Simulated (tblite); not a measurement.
Start geometry of `C([Si@H]([SiH2]N=C)OC)#N` from a force field or distance geometry (Å):
```
atom  x, y, z in Å
C1     3.6630   -0.0263   -0.0527
N2     2.4302    0.1185    0.2508
Si3    1.1435   -1.0198   -0.1559
Si4   -0.7533   -0.0377    0.4991
C5    -0.4424    1.7469    0.5185
N6    -0.2469    2.8862    0.5162
O7    -2.1019   -0.4085   -0.4893
C8    -3.2001    0.1358    0.2172
H9     4.3550    0.7530    0.2772
H10    4.0459   -0.8685   -0.6204
H11    1.1307   -1.4329   -1.5534
H12    1.3513   -2.2181    0.6855
H13   -1.0899   -0.4905    1.8832
H14   -3.4136   -0.5657    1.0442
H15   -2.8216    1.0945    0.6631
H16   -4.0575    0.3419   -0.4273
```

Task: What comes out of this run: GFN2-xTB geometry optimisation, gas phase (tblite)?

Result: 
```
atom  x, y, z in Å
C1     3.5346   -0.0554    0.1098
N2     2.4917   -0.6458    0.4567
Si3    1.0593   -1.1851   -0.3144
Si4   -0.5019    0.0900    0.7805
C5    -0.2919    1.9367    0.4783
N6    -0.1460    3.0507    0.2470
O7    -1.8611   -0.4282    0.0605
C8    -3.1737    0.0234    0.2134
H9     4.2829    0.1945    0.8579
H10    3.7684    0.2424   -0.9153
H11    0.9995   -1.1206   -1.7865
H12    1.0491   -2.5977    0.0759
H13   -0.6496    0.0894    2.2471
H14   -3.4841   -0.0320    1.2590
H15   -3.2625    1.0585   -0.1236
H16   -3.8222   -0.6118   -0.3903
```

The energy falls by 0.944 eV over 163 L-BFGS steps, the largest force on an atom goes from 2.59 to 0.010 eV/Å, and the atoms move by 0.663 Å rms after alignment. The bond that changes most is Si4–O7 (oxygen-bound silicon to silyl ether oxygen), which shortens by 0.090 Å. Bonds longer at the end by more than 0.005 Å: 4 of 15; shorter: 10. Among the angles that change most is Si4–O7–C8, from 103.9° to 129.4°. Among the dihedrals that turn most is C1–N2–Si3–H11, from -49° to 9°. Rotational constants go from 2409, 852.4, 658.1 to 2058, 892.5, 665.7 MHz. The orientation of the end geometry is arbitrary; only internal coordinates are fixed.

Hardware: one thread of an Arm Neoverse N1, shared host. Cost: 2.2 s wall.

Its GFN2-xTB frequencies are all real (lowest 22 cm⁻¹). One conformer, not necessarily the lowest. 3 starts were optimised and ended at 0.00, 2.73 and 2.87 kcal/mol (GFN2-xTB); the lowest of these is shown.

These are computed values.
